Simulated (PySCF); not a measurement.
H₈N₃Si₃, doublet, geometry from GFN2-xTB; PySCF with DF-PBE/def2-SVP.

PySCF was given this input:
```python
from pyscf import gto, scf, dft

mol = gto.M(
    atom='''
N     0.55971367   -1.53872495    0.04242359
Si    1.74366755   -0.37223987   -0.45101254
N     1.07172766    1.21659613   -0.28450621
Si   -0.54113351    1.69476235    0.09724242
N    -1.52100506    0.28321148   -0.05036014
Si   -1.12256371   -1.34147403    0.36812104
H     0.89683550   -2.48503885    0.09435178
H     2.88662688   -0.48252331    0.47586784
H     1.71617840    1.96962549   -0.45530209
H    -1.02846154    2.67004643   -0.88482500
H    -0.57151753    2.24576177    1.46356901
H    -2.50427635    0.46120329   -0.15274980
H    -1.92630298   -2.22084544   -0.48973334
H    -1.36172079   -1.62048613    1.79500807
''',
    basis='def2-svp',
    spin=1,
    verbose=4,
)

mf = dft.UKS(mol)
mf.xc = 'pbe'
mf.init_guess = 'vsap'
mf = mf.density_fit(auxbasis='def2-universal-jkfit')
mf.kernel()
mf.analyze()
```

Output, abridged:

```
PySCF version 2.14.0

[INPUT] verbose = 4
[INPUT] num. atoms = 14
[INPUT] num. electrons = 71
[INPUT] charge = 0
[INPUT] spin (= nelec alpha-beta = 2S) = 1
[INPUT] symmetry False subgroup None
[INPUT] Mole.unit = angstrom
[INPUT] Symbol           X                Y                Z      unit          X                Y                Z       unit  Magmom
[...]
nuclear repulsion = 460.463990892508
number of shells = 66
number of NR pGTOs = 236
number of NR cGTOs = 136
basis = def2-svp
ecp = {}

******** <class 'pyscf.df.df_jk.DFUKS'> ********
method = DFUKS
initial guess = vsap
damping factor = 0
level_shift factor = 0
DIIS = <class 'pyscf.scf.diis.CDIIS'>
diis_start_cycle = 1
diis_space = 8
diis_damp = 0
SCF conv_tol = 1e-09
SCF conv_tol_grad = None
SCF max_cycles = 50
direct_scf = False
number electrons alpha = 36  beta = 35
XC library pyscf.dft.libxc version 7.1.2
    S. Lehtola, C. Steigemann, M. J. T. Oliveira, and M. A. L. Marques,  SoftwareX 7, 1–5 (2018)
XC functionals = pbe
    J. P. Perdew, K. Burke, and M. Ernzerhof,  Phys. Rev. Lett. 77, 3865 (1996)
    J. P. Perdew, K. Burke, and M. Ernzerhof,  Phys. Rev. Lett. 78, 1396 (1997)
    J. P. Perdew, K. Burke, and M. Ernzerhof,  Phys. Rev. Lett. 77, 3865 (1996)
    J. P. Perdew, K. Burke, and M. Ernzerhof,  Phys. Rev. Lett. 78, 1396 (1997)
radial grids:
    Treutler-Ahlrichs [JCP 102, 346 (1995); DOI:10.1063/1.469408] (M4) radial grids

becke partition: Becke, JCP 88, 2547 (1988); DOI:10.1063/1.454033
pruning grids: <function nwchem_prune>
grids dens level: 3
symmetrized grids: False
atomic radii adjust function: <function treutler_atomic_radii_adjust>
small_rho_cutoff = 0
Set gradient conv threshold to 3.16228e-05
tot grids = 177712

init E= -1034.77153475998
cycle= 1 E= -1023.4209158189  delta_E= 11.4  |g|= 4.07  |ddm|= 22.9
cycle= 2 E= -1008.0927861064  delta_E= 15.3  |g|= 5.71  |ddm|=   24
cycle= 3 E= -1036.00201809243  delta_E= -27.9  |g|= 0.958  |ddm|= 7.78
cycle= 4 E= -1036.47205010967  delta_E= -0.47  |g|= 0.469  |ddm|= 1.77
cycle= 5 E= -1036.51327836066  delta_E= -0.0412  |g|= 0.383  |ddm|= 0.702
cycle= 6 E= -1036.56527211544  delta_E= -0.052  |g|= 0.172  |ddm|= 0.356
cycle= 7 E= -1036.57794259415  delta_E= -0.0127  |g|= 0.0563  |ddm|= 0.152
cycle= 8 E= -1036.57990698516  delta_E= -0.00196  |g|= 0.0202  |ddm|=  0.1
cycle= 9 E= -1036.58010044177  delta_E= -0.000193  |g|= 0.00331  |ddm|= 0.0246
cycle= 10 E= -1036.58010126147  delta_E= -8.2e-07  |g|= 0.0033  |ddm|= 0.00644
cycle= 11 E= -1036.58010639023  delta_E= -5.13e-06  |g|= 0.000387  |ddm|= 0.00339
cycle= 12 E= -1036.58010646653  delta_E= -7.63e-08  |g|= 0.000107  |ddm|= 0.000637
cycle= 13 E= -1036.58010647479  delta_E= -8.26e-09  |g|= 3.89e-05  |ddm|= 0.00025
cycle= 14 E= -1036.58010647574  delta_E= -9.5e-10  |g|= 1.89e-05  |ddm|= 7.59e-05
Extra cycle  E= -1036.58010647538  delta_E= 3.65e-10  |g|= 3.48e-05  |ddm|= 5.01e-05
converged SCF energy = -1036.58010647538  <S^2> = 0.75145328  2S+1 = 2.0014528
**** SCF Summaries ****
Total Energy =                       -1036.580106475379125
Nuclear Repulsion Energy =             460.463990892508491
One-electron Energy =                -2349.097857448219656
Two-electron Energy =                  852.053760080332040
Two-electron Coulomb Energy =          938.065180966224375
DFT Exchange-Correlation Energy =      -86.011420885892392
**** MO energy ****
                             alpha | beta                alpha | beta
[...]
To work with the spin densities directly, `use mulliken_meta_spin()` only printing them here.

 ** Mulliken spin pop alpha/beta on meta-lowdin orthogonal AOs **
 ** Mulliken Spin Density (per AO)  **
spin_pop of  0 N 1s       -0.00000
spin_pop of  0 N 2s        0.00503
spin_pop of  0 N 3s        0.00000
spin_pop of  0 N 2px      -0.00011
spin_pop of  0 N 2py       0.00114
spin_pop of  0 N 2pz       0.08833
spin_pop of  0 N 3px       0.00011
spin_pop of  0 N 3py       0.00007
spin_pop of  0 N 3pz       0.00198
spin_pop of  0 N 3dxy     -0.00000
spin_pop of  0 N 3dyz     -0.00000
spin_pop of  0 N 3dz^2    -0.00006
spin_pop of  0 N 3dxz      0.00005
spin_pop of  0 N 3dx2-y2    0.00000
spin_pop of  1 Si 1s        0.00000
spin_pop of  1 Si 2s        0.00000
spin_pop of  1 Si 3s        0.17905
spin_pop of  1 Si 4s        0.00575
spin_pop of  1 Si 2px      -0.00000
spin_pop of  1 Si 2py      -0.00000
spin_pop of  1 Si 2pz       0.00001
spin_pop of  1 Si 3px       0.03796
spin_pop of  1 Si 3py       0.01774
spin_pop of  1 Si 3pz       0.42986
spin_pop of  1 Si 4px       0.00092
spin_pop of  1 Si 4py      -0.00005
spin_pop of  1 Si 4pz      -0.00030
spin_pop of  1 Si 3dxy     -0.00026
spin_pop of  1 Si 3dyz      0.00057
spin_pop of  1 Si 3dz^2     0.00254
spin_pop of  1 Si 3dxz      0.00218
spin_pop of  1 Si 3dx2-y2    0.00003
spin_pop of  2 N 1s       -0.00000
spin_pop of  2 N 2s        0.00572
spin_pop of  2 N 3s        0.00002
spin_pop of  2 N 2px       0.00065
spin_pop of  2 N 2py       0.00583
spin_pop of  2 N 2pz       0.07837
spin_pop of  2 N 3px       0.00010
spin_pop of  2 N 3py      -0.00002
spin_pop of  2 N 3pz       0.00191
spin_pop of  2 N 3dxy     -0.00000
spin_pop of  2 N 3dyz      0.00001
spin_pop of  2 N 3dz^2    -0.00006
spin_pop of  2 N 3dxz      0.00003
spin_pop of  2 N 3dx2-y2    0.00001
spin_pop of  3 Si 1s        0.00000
spin_pop of  3 Si 2s        0.00000
spin_pop of  3 Si 3s        0.00068
spin_pop of  3 Si 4s        0.00004
spin_pop of  3 Si 2px       0.00000
spin_pop of  3 Si 2py      -0.00000
spin_pop of  3 Si 2pz      -0.00000
spin_pop of  3 Si 3px       0.01066
spin_pop of  3 Si 3py       0.00010
spin_pop of  3 Si 3pz       0.00008
spin_pop of  3 Si 4px       0.00028
spin_pop of  3 Si 4py       0.00000
spin_pop of  3 Si 4pz       0.00038
spin_pop of  3 Si 3dxy     -0.00000
spin_pop of  3 Si 3dyz      0.00014
spin_pop of  3 Si 3dz^2     0.00032
spin_pop of  3 Si 3dxz      0.00080
spin_pop of  3 Si 3dx2-y2    0.00013
spin_pop of  4 N 1s        0.00000
spin_pop of  4 N 2s        0.00045
spin_pop of  4 N 3s        0.00003
spin_pop of  4 N 2px      -0.00012
spin_pop of  4 N 2py      -0.00036
spin_pop of  4 N 2pz      -0.00063
spin_pop of  4 N 3px       0.00002
spin_pop of  4 N 3py      -0.00001
spin_pop of  4 N 3pz       0.00007
spin_pop of  4 N 3dxy      0.00000
spin_pop of  4 N 3dyz      0.00000
spin_pop of  4 N 3dz^2     0.00001
spin_pop of  4 N 3dxz      0.00001
spin_pop of  4 N 3dx2-y2    0.00001
spin_pop of  5 Si 1s        0.00000
spin_pop of  5 Si 2s        0.00000
spin_pop of  5 Si 3s        0.00037
spin_pop of  5 Si 4s        0.00003
spin_pop of  5 Si 2px       0.00000
spin_pop of  5 Si 2py       0.00000
spin_pop of  5 Si 2pz      -0.00000
spin_pop of  5 Si 3px       0.00773
spin_pop of  5 Si 3py       0.00063
spin_pop of  5 Si 3pz       0.00044
spin_pop of  5 Si 4px       0.00025
spin_pop of  5 Si 4py      -0.00000
spin_pop of  5 Si 4pz       0.00032
spin_pop of  5 Si 3dxy     -0.00002
spin_pop of  5 Si 3dyz      0.00002
spin_pop of  5 Si 3dz^2     0.00026
spin_pop of  5 Si 3dxz      0.00118
spin_pop of  5 Si 3dx2-y2    0.00003
spin_pop of  6 H 1s       -0.00232
spin_pop of  6 H 2s        0.00003
spin_pop of  6 H 2px      -0.00000
spin_pop of  6 H 2py      -0.00001
spin_pop of  6 H 2pz       0.00004
spin_pop of  7 H 1s        0.09449
spin_pop of  7 H 2s        0.00144
spin_pop of  7 H 2px       0.00009
spin_pop of  7 H 2py       0.00001
spin_pop of  7 H 2pz      -0.00040
spin_pop of  8 H 1s       -0.00228
spin_pop of  8 H 2s        0.00003
spin_pop of  8 H 2px      -0.00000
spin_pop of  8 H 2py      -0.00000
spin_pop of  8 H 2pz       0.00003
spin_pop of  9 H 1s        0.00043
spin_pop of  9 H 2s        0.00021
spin_pop of  9 H 2px       0.00000
spin_pop of  9 H 2py       0.00000
spin_pop of  9 H 2pz       0.00002
spin_pop of  10 H 1s        0.00813
spin_pop of  10 H 2s        0.00043
spin_pop of  10 H 2px       0.00004
spin_pop of  10 H 2py       0.00001
spin_pop of  10 H 2pz       0.00002
spin_pop of  11 H 1s        0.00007
spin_pop of  11 H 2s        0.00012
spin_pop of  11 H 2px       0.00000
spin_pop of  11 H 2py      -0.00000
spin_pop of  11 H 2pz       0.00000
spin_pop of  12 H 1s        0.00135
spin_pop of  12 H 2s        0.00026
spin_pop of  12 H 2px       0.00000
spin_pop of  12 H 2py       0.00001
spin_pop of  12 H 2pz       0.00002
spin_pop of  13 H 1s        0.00785
spin_pop of  13 H 2s        0.00040
spin_pop of  13 H 2px       0.00002
spin_pop of  13 H 2py       0.00002
spin_pop of  13 H 2pz       0.00003
 ** Mulliken Spin Density (per atom)  **
spin density of  0 N =      0.09653
spin density of  1 Si =      0.67600
spin density of  2 N =      0.09256
spin density of  3 Si =      0.01362
spin density of  4 N =     -0.00052
spin density of  5 Si =      0.01122
spin density of  6 H =     -0.00226
spin density of  7 H =      0.09563
spin density of  8 H =     -0.00222
spin density of  9 H =      0.00066
spin density of  10 H =      0.00863
spin density of  11 H =      0.00019
spin density of  12 H =      0.00165
spin density of  13 H =      0.00832
 ** Mulliken pop alpha/beta on meta-lowdin orthogonal AOs **
 ** Mulliken pop       alpha | beta **
In total            36.00000 | 35.00000
 ** Mulliken atomic charges   ( Nelec_alpha | Nelec_beta ) **
charge of  0N =     -0.73414  (     3.91534      3.81880 )
charge of  1Si =      0.57437  (     7.05082      6.37481 )
charge of  2N =     -0.73537  (     3.91397      3.82141 )
charge of  3Si =      0.81159  (     6.60101      6.58740 )
charge of  4N =     -0.76325  (     3.88137      3.88189 )
charge of  5Si =      0.81313  (     6.59904      6.58783 )
charge of  6H =      0.23221  (     0.38277      0.38503 )
charge of  7H =     -0.11775  (     0.60669      0.51106 )
charge of  8H =      0.23219  (     0.38280      0.38502 )
charge of  9H =     -0.12644  (     0.56355      0.56289 )
charge of  10H =     -0.14427  (     0.57645      0.56782 )
charge of  11H =      0.23015  (     0.38502      0.38483 )
charge of  12H =     -0.12886  (     0.56526      0.56361 )
charge of  13H =     -0.14354  (     0.57593      0.56761 )
Dipole moment(X, Y, Z, Debye): -0.59741,  0.11497, -0.02402
```
